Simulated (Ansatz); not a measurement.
Program: Ansatz. Geometries: PBE0-D4/def2-TZVP. ΔE: electronic, gas phase. CCSD(T)/CBS adds triple-zeta CCSD(T) − MP2 to the extrapolated MP2 energy (def2 sets, frozen cores). Elements past krypton have def2 core potentials. For Ge, Zr outer-core shells are correlated without core-valence functions, which leaves a few kJ/mol of doubt a bond. Scalar relativity is left out up to krypton. One conformer a species, not always the lowest.

Consider the formal exchange of groups at a C–C bond: `C[O][Zr]([OH])([NH]C(C)(C)C)[O]C` + `[CH3][GeH]([CH3])[Cl]` → `[CH3][Ge]([CH3])([CH3])[Cl]` + `C[O][Zr]([OH])([NH]C(C)C)[O]C`.

| species | CCSD(T)/CBS(def2) energy (Eh) |
| --- | --- |
| `C[O][Zr]([OH])([NH]C(C)(C)C)[O]C` | -565.98534 |
| `[CH3][GeH]([CH3])[Cl]` | -2616.27253 |
| `[CH3][Ge]([CH3])([CH3])[Cl]` | -2655.54911 |
| `C[O][Zr]([OH])([NH]C(C)C)[O]C` | -526.71873 |

Question: Work out ΔE.

Answer: ΔE = (-2655.54911) + (-526.71873) − (-565.98534) − (-2616.27253) = -0.00997 Eh = -6.3 kcal/mol.

Largest T1 diagnostic among the species: 0.015.

At CCSD(T), def2-SVP lies +3.9 kcal/mol from the extrapolated value and def2-TZVPP −0.1 kcal/mol. The D4 term adds +1.1 kcal/mol with B3LYP and +0.6 kcal/mol with PBE0; it sums over pairs of atoms, weighted by their polarisabilities, and B3LYP, whose exchange is more repulsive, gets the larger term. From BLYP to BHLYP (50 % exact exchange), in def2-TZVPP and without D4, ΔE moves by +1.2 kcal/mol.

B3LYP here is the variant with VWN-RPA as its local correlation; programs differ in this.
